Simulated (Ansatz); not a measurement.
Species: arsenic trifluoride, AsF3, net charge 0, singlet state. SMILES: F[As](F)F
Geometry: optimised at B3LYP-D3(BJ)/def2-TZVP (Ansatz, an electronic-structure program).

Wanted: vertical triplet-singlet gap, E(triplet) - E(singlet), in eV. Conventions: dispersion terms only where a functional's name holds one; each state is the SCF solution reached for its charge and spin; UHF or UKS for open shells; non-relativistic; no spin-orbit coupling; six Cartesian d functions in 6-31G* and its kin unless marked 5d. First-principles rows: single points at B3LYP-D3(BJ) geometries (Ansatz). Levels can end on unlike triplets.

```
species            coefficient  E at B3LYP/6-31G* (Ansatz), Eh  E at B3LYP/def2-TZVPD (Ansatz), Eh
-----------------  -----------  ------------------------------  ----------------------------------
charge 0, triplet           +1                     -2534.99045                         -2535.44960
charge 0, singlet           -1                     -2535.21786                         -2535.67412
```

 1 Eh = 27.2114 eV.

Compute it at each level from the table.


- B3LYP/6-31G*: the sum of coefficient times E is 0.22741 Eh, or 6.188 eV. Result: 6.19 eV.
- B3LYP/def2-TZVPD: the sum of coefficient times E is 0.22452 Eh, or 6.110 eV. Result: 6.11 eV.
